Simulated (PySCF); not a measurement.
```xyz
8

N     -1.3360    -0.3230    -0.4352
Si    -0.0609     0.7832    -0.1601
N      1.3364    -0.1571     0.1735
H     -1.4227    -1.1903     0.0699
H     -2.1411    -0.1062    -0.9946
H     -0.1882     1.6631     1.0444
H      1.6607    -0.8574    -0.4732
H      2.0867     0.2170     0.7310
```

Charge 0, multiplicity 2.

Task: Give the Mulliken and meta-Löwdin atomic charges from CAM-B3LYP-D3(BJ)/def2-TZVP (PySCF 2.14.0).

Result: 
```json
[
 {"atom": "N1", "Mulliken (e)": "-0.60", "meta-Löwdin (e)": "-0.74"},
 {"atom": "Si2", "Mulliken (e)": "0.35", "meta-Löwdin (e)": "0.67"},
 {"atom": "N3", "Mulliken (e)": "-0.59", "meta-Löwdin (e)": "-0.73"},
 {"atom": "H4", "Mulliken (e)": "0.22", "meta-Löwdin (e)": "0.23"},
 {"atom": "H5", "Mulliken (e)": "0.23", "meta-Löwdin (e)": "0.24"},
 {"atom": "H6", "Mulliken (e)": "-0.07", "meta-Löwdin (e)": "-0.14"},
 {"atom": "H7", "Mulliken (e)": "0.23", "meta-Löwdin (e)": "0.24"},
 {"atom": "H8", "Mulliken (e)": "0.23", "meta-Löwdin (e)": "0.24"}
]
```
